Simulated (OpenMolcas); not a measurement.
Cu3+, Ag3+, Au3+: d8 down the group

```yaml
Program: OpenMolcas 26.06
Method: CASSCF
Basis: ANO-RCC-VTZP
Scalar_Hamiltonian: DKH2, point nucleus
Spin-orbit_coupling: state interaction with AMFI integrals over the reference wave functions, term energies averaged over their components
```

Active space for each ion: 8 electrons in 5 orbitals (d).

Computed levels in cm-1 above 3F4:

| Level | Cu3+ | Ag3+ | Au3+ |
| --- | --- | --- | --- |
| 3F3 | 1820 | 3959 | 12365 |
| 3P2 | 23823 | 20362 | 20802 |
| 3P1 | 24267 | 19709 | 26426 |
| 3P0 | 24616 | 20052 | 23577 |
| 1G4 | 30499 | 24242 | 29613 |
| 1S0 | 73395 | 56412 | 62795 |
| weight of 3F in the lowest level (%) | 100 | 99 | 96 |

Mixed levels, with the weight of the term that names them: Ag3+ 3P2 (53 %), Au3+ 3P2 (53 %).

Measured, with the error of the calculation in %. Measured levels: Cu3+ from Sugar and Musgrove, J. Phys. Chem. Ref. Data 19, 527 (1990); Ag3+ from the list in Gamrath, thesis, University of Mons (2023); Au3+ from Zainab et al., Astrophys. J. Suppl. Ser. 267, 12 (2023).

```json
{"Level": "3F3", "Cu3+": "1861 (-2.2)", "Ag3+": "4172 (-5.1)", "Au3+": "12294 (+0.6)"}
{"Level": "3P2", "Cu3+": "19697 (+20.9)", "Ag3+": "", "Au3+": ""}
{"Level": "3P1", "Cu3+": "20097 (+20.8)", "Ag3+": "15900 (+24.0)", "Au3+": "21490 (+23.0)"}
{"Level": "3P0", "Cu3+": "20423 (+20.5)", "Ag3+": "16092 (+24.6)", "Au3+": "18185 (+29.7)"}
{"Level": "1G4", "Cu3+": "26913 (+13.3)", "Ag3+": "20570 (+17.9)", "Au3+": "25702 (+15.2)"}
{"Level": "1S0", "Cu3+": "61456 (+19.4)", "Ag3+": "47139 (+19.7)", "Au3+": "55278 (+13.6)"}
```

The fine-structure level 3F3 changes by a factor of 6.79 from Cu3+ to Au3+.

Without spin-orbit coupling 3P lies 22447, 15749, 14061 cm-1 above 3F in that order; the difference to the level 3P2, of either sign, comes from spin-orbit coupling, which also lowers the zero.

Without dynamic correlation excited terms often stand tens of per cent too high (terms of higher spin than the ground term too low), and those without a measured partner can miss by more than the paired ones. Terms from blocks run as CI alone lack orbitals of their own. Measured partners are found by configuration, term and J. A level has none where our copy of the source lacks it or the pairing is in doubt (some pairs that miss far off the trend of their configuration count as doubtful), and it then counts in no deviation. Levels of configurations outside the active space are missing.
